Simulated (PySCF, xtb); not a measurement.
Zn(F)(OMe) (CH3FOZn), SMILES [Zn]([O]C)[F]. One conformer was computed; it need not be the lowest.

Harmonic wavenumbers (cm⁻¹) from xtb with GFN2-xTB at its own minimum, in rising order: 87, 93, 173, 252, 372, 455, 1050, 1136, 1139, 1399, 1444, 1470, 2928, 2933, 2944.

Task: What does B3LYP-D3(BJ)/def2-SVP in PySCF give at its own minimum? (The exact figures need the calculation; the answer reports its results.)

Result: 102, 103, 162, 244, 548, 736, 1143, 1166, 1193, 1473, 1475, 1481, 2945, 2996, 3044. Paired by order, the mean absolute difference is 65 cm⁻¹ and the zero-point energies are 25.6 and 26.9 kcal/mol.
